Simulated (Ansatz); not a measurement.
C$_{2}$H$_{6}$BNO (`BNC(C)=O`). Charge 0, multiplicity 1. The structure was optimised at the PBE0-D4/def2-TZVP level.

```xyz
11

B     0.759   -0.264   -1.915
N     0.546    0.049   -0.558
C    -0.619   -0.194    0.184
C    -0.543    0.262    1.616
O    -1.589   -0.718   -0.292
H     1.823    0.020   -2.378
H    -0.105   -0.787   -2.539
H     1.284    0.494   -0.032
H    -0.376    1.342    1.662
H     0.293   -0.222    2.129
H    -1.473    0.018    2.123
```

Task: What is the dipole moment at ωB97M-V/def2-TZVPP? (Estimate.)

Result: Ansatz gave: 3.82 D, with components (2.42, 1.68, 2.43) D in this frame, pointing from negative to positive charge.

Task: And with PBE, r2SCAN, B3LYP? (Best estimate.)

Result: Computed: PBE 3.71 D, r2SCAN 3.79 D, B3LYP 3.80 D.

Task: Give the Mulliken charges with ωB97M-V, r2SCAN, PBE in def2-TZVPP. (Estimate.)

Result: Ansatz gave: 
```
atom  ωB97M-V  r2SCAN    PBE
  B1    -0.14    0.00  -0.09
  N2    -0.18   -0.22  -0.13
  C3     0.31    0.33   0.22
  C4    -0.33   -0.17  -0.27
  O5    -0.31   -0.32  -0.25
  H6     0.06   -0.01   0.00
  H7     0.10    0.03   0.04
  H8     0.12    0.16   0.16
  H9     0.12    0.07   0.10
 H10     0.12    0.07   0.10
 H11     0.12    0.08   0.11
```

B3LYP here is the variant with VWN-RPA as its local correlation; programs differ in this.
